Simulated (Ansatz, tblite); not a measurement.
Spin states of cis-NiH2(NH3)2 (NiN2H8), formally d⁸, each relaxed with PBE0-D4/def2-SVP in Ansatz. Electronic energies in the gas phase.

The xTB rows come from tblite. B3LYP takes the VWN-RPA correlation. Correlated methods freeze 7 core orbitals; core or outer-core shells of Ni are correlated, in sets that lack core-valence functions. The name describes the singlet; other states may take another shape.

Singlet geometry (C2v within 0.1 Å):

```xyz
11

Ni    0.076    0.414    0.721
H     0.977    1.399    1.335
H    -0.623    0.520    2.009
N    -1.284   -0.905    0.134
H    -1.277   -1.656    0.825
H    -1.271   -1.342   -0.789
H    -2.191   -0.447    0.240
N     1.202    0.459   -0.912
H     2.151    0.231   -0.613
H     1.238    1.434   -1.212
H     1.001   -0.106   -1.740
```

Triplet geometry:

```xyz
11

Ni    0.243    0.907    0.445
H     1.621    0.498    1.194
H    -1.011    1.795   -0.073
N     0.768    0.156   -1.448
H    -0.031    0.005   -2.063
H     1.330   -0.694   -1.424
H     1.344    0.870   -1.894
N    -0.906   -0.690    1.190
H    -1.292   -0.376    2.081
H    -0.363   -1.529    1.386
H    -1.703   -0.943    0.607
```

Run but left out: HF/STO-3G (singlet: restricted singlet, unstable in another Hartree–Fock run and untested here); HF/def2-TZVP, MP2/def2-TZVP, CCSD/def2-TZVP, CCSD(T)/def2-TZVP (singlet: restricted singlet, unstable towards broken spin symmetry).

Only these spin states were relaxed.

```json
{"level": "GFN2-xTB", "triplet − singlet (kJ/mol)": "201.8", "lowest of these": "singlet"}
{"level": "revPBE-D4/def2-TZVP", "triplet − singlet (kJ/mol)": "134.2", "lowest of these": "singlet"}
{"level": "B3LYP-D4/def2-TZVP", "triplet − singlet (kJ/mol)": "77.5", "lowest of these": "singlet"}
{"level": "PBE0-D4/def2-TZVP", "triplet − singlet (kJ/mol)": "57.7", "lowest of these": "singlet"}
```

Task: Estimate the rows for PBE-D4/def2-TZVP, B97M-V/def2-TZVP, ωB97X-V/def2-TZVP, RPA@PBE/def2-TZVP.

Result: 
| level | triplet − singlet (kJ/mol) | lowest of these |
| --- | --- | --- |
| PBE-D4/def2-TZVP | 147.5 | singlet |
| B97M-V/def2-TZVP | 61.7 | singlet |
| ωB97X-V/def2-TZVP | 67.0 | singlet |
| RPA@PBE/def2-TZVP | 86.5 | singlet |

The xTB methods have no term that favours high spin, so they put low spin too low.

Task: How do the metal–ligand distances follow the spin state?

Result: 
| state | donor atoms | mean metal–ligand distance (Å) | range (Å) | Mulliken spin on the metal (PBE0) |
| --- | --- | --- | --- | --- |
| singlet | 4 | 1.727 | 1.47–1.98 | 0 |
| triplet | 4 | 1.863 | 1.62–2.10 | 1.82 |

⟨S²⟩ at PBE0-D4/def2-TZVP: singlet 0.00 (pure 0.00), triplet 2.01 (pure 2.00).
